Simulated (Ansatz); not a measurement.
Reaction (ligand exchange at the Si–C bond): `C[SiH2]CS` + `C=N` → `C=N[SiH2]C` + CH₃SH

Computed with Ansatz on PBE0-D4/def2-TZVP structures; ΔE is electronic, products minus reactants. CCSD(T)/CBS adds triple-zeta CCSD(T) − MP2 to the extrapolated MP2 energy (def2 sets, frozen cores). This one scheme is used for every species. DFT in def2-TZVPP. One conformer a species, not always the lowest.

| species | B2PLYP energy (Eh) |
| --- | --- |
| `C[SiH2]CS` | -768.44233 |
| `C=N` | -94.58848 |
| `C=N[SiH2]C` | -424.48936 |
| CH₃SH | -438.55938 |

**Question.** Work out ΔE.

**Answer.** ΔE = (-424.48936) + (-438.55938) − (-768.44233) − (-94.58848) = -0.01793 Eh = -47.1 kJ/mol. CCSD(T)/CBS gives -39.5 kJ/mol.

Largest T1 diagnostic among the species: 0.012.

The D4 term adds +5.1 kJ/mol with B3LYP and +2.8 kJ/mol with PBE0; it sums over pairs of atoms, weighted by their polarisabilities, and B3LYP, whose exchange is more repulsive, gets the larger term. Leaving LDA and LC-ωPBE aside and taking each functional with its dispersion term where it has one, the values, not all of them listed here, spread over 10.9 kJ/mol, from B2PLYP to revPBE-D4. At CCSD(T), def2-SVP lies +5.4 kJ/mol from the extrapolated value and def2-TZVPP +0.3 kJ/mol.

B3LYP here is the variant with VWN-RPA as its local correlation; programs differ in this.
